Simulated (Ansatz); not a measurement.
Cl2Y (SMILES [Cl][Y+][Cl]), charge +1, singlet, geometry from GFN2-xTB (such geometries of metal compounds can be far from the true shape) (the multiplicity is a formal guess) (core potentials on Y), atoms displaced at random by about 0.03 Å a coordinate; Ansatz (a program for electronic structure) with R2SCAN/def2-SVP, gradient.

Here is a job for Ansatz.
Ansatz 0.2 input:
```yaml
crystal:
  periodic: [false, false, false]
  atoms:
    - {symbol: Y, position_ang: [0.53089476, 0.15846931, 0.60953750]}
    - {symbol: Cl, position_ang: [0.63449252, 0.10928155, -1.91299553]}
    - {symbol: Cl, position_ang: [-1.87144674, -0.44496202, 0.50296523]}
basis:
  gaussian:
    orbitals: def2-SVP
hamiltonian:
  xc: r2scan
total_charge: 1
output: {forces: true}
```

Output, abridged:

```
Functional definition: r2SCAN
679 factors; their error is unknown
mean field evaluation 1: about -26068.3260 eV, gradient 4.9e1 eV
mean field evaluation 2: about -25710.7895 eV, gradient 3.0e2 eV
mean field evaluation 4: about -26075.6290 eV, gradient 9.3e0 eV
mean field evaluation 8: about -26075.9335 eV, gradient 4.9e-2 eV
mean field evaluation 16: about -26075.9002 eV, gradient 7.8e-5 eV
mean field -26075.90023481 eV, -958.2716587492 hartree, gradient 7.8e-5 eV, S^2 0.000000; 0 other end points of the search recorded, 0 dependent functions left out
the calculation of the forces begins
reference -26075.90025895 eV, -958.2716596365 hartree; 22, 22 occupied and 45, 45 virtual orbitals, 679 factors
Total energy: -26075.90025895 eV, -958.2716596365 hartree
Atom 0 at     0.530895     0.158469     0.609537 Å, force    -2.129329    -0.614717    -2.777896 eV/Å
Atom 1 at     0.634493     0.109282    -1.912996 Å, force     0.374986     0.159497     2.210978 eV/Å
Atom 2 at    -1.871447    -0.444962     0.502965 Å, force     1.754343     0.455220     0.566918 eV/Å
Dipole moment:     1.283310     0.365351     1.501874 e Å
```
